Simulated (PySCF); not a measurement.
HFOTe, singlet, geometry from GFN2-xTB (core potentials on Te).

Input for PySCF:
```python
from pyscf import gto, scf

mol = gto.M(
    atom='''
Te    0.132591    0.039673    0.324582
F    -1.081435    1.130216   -0.810283
O     0.248643   -1.383813   -0.985420
H     0.849038   -1.164447   -1.702339
''',
    basis='def2-sv(p)',
    ecp={'Te': 'def2-sv(p)'},
    charge=0,
    spin=0,
    verbose=4,
    max_memory=1800,
)

mf = scf.RHF(mol)
mf = mf.density_fit(auxbasis='def2-universal-jkfit')
mf.kernel()
```

### Question
Predict the total energy from DF-HF/def2-SV(P) (PySCF).

### Answer
-441.6807 Eh

### Question
Estimate the number of basis functions that DF-HF/def2-SV(P) returns for this input.

### Answer
56

### Question
Give the HOMO energy at the level DF-HF/def2-SV(P).

### Answer
-9.21 eV

### Question
Give the HOMO-LUMO gap at the level DF-HF/def2-SV(P).

### Answer
10.22 eV
